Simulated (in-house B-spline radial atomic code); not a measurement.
Excitations of the krypton ion Kr⁸⁺ by several methods

Full response, energies in eV; labels give the largest channel, * marks a mixed state, a dash one above the method's threshold, and an imaginary frequency an unstable closed-shell reference. Computed with an all-electron radial atomic-structure program (B-spline basis): linear response of the closed shell [Ar] 3d10 with each method's own kernel (bare exchange for TDHF, static screening on G0W0 levels for BSE, the adiabatic kernel for functionals); scalar-relativistic (spin-free one-electron X2C), finite nucleus, no spin-orbit coupling, no double excitations, S, P, D and F terms only. Only terms of natural parity with L up to 3 were computed.

```tsv
method	3d → 4s 3D	3d → 4s 1D	3d → 4p 3P	α (bohr³)
TDHF	87.62	88.72	106.18	0.202
BSE on G0W0@HF	?	?	?	?
LDA VWN5	80.27	81.07	99.33	0.2133
PBE	79.58	80.46	98.60	0.2134
PBE0	81.92	82.83	100.87	0.21
B3LYP (VWN-RPA)	80.45	81.49	99.22	0.2113
CAM-B3LYP	80.24	81.28	98.98	0.2115
LC-wPBE	79.60	80.48	98.56	0.2135
wB97X	83.61	84.31	102.47	0.2098
HSE06	81.80	82.71	100.77	0.2103
BHandHLYP	82.66	83.80	101.28	0.2077
BLYP	78.38	79.44	97.13	0.2142
PBEsol	80.05	80.92	99.02	0.2131
BP86	80.61	81.41	99.68	0.2128
LDA exchange-only	?	?	?	?
B97-1	81.91	82.63	100.96	0.2102
RPBE	79.38	80.24	98.36	0.2133
OLYP	79.31	80.34	97.89	0.2105
```

(1) What does BSE on G0W0@HF give?

(2) What does LDA exchange-only give?

## Answers

(1) 3d → 4s 3D: 86.13; 3d → 4s 1D: 87.14; 3d → 4p 3P: 104.96; α: 0.2006 (eV, bohr³).

(2) 3d → 4s 3D: 79.27; 3d → 4s 1D: 80.22; 3d → 4p 3P: 98.09; α: 0.2149 (eV, bohr³).
